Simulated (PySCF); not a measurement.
Vertical excitations of a molecule C3H7BF2O from TDA-ωB97X/def2-SVPD run with PySCF 2.14.0, as energy in eV (oscillator strength): 7.37 (0.009), 7.90 (0.034), 8.13 (0.008), 8.61 (0.016), 8.95 (0.028), 9.07 (0.033). Lowest triplet (TDA): 7.09 eV. Geometry: B3LYP-D3(BJ)/def2-SVP. Other conformers were not sampled.

Problem. Identify the compound among the candidates.
A. C[C@H](O)CB(F)F
B. COCCB(F)F
C. CO[C@H](C)B(F)F
D. CC(C)OB(F)F

Solution. C, CO[C@H](C)B(F)F
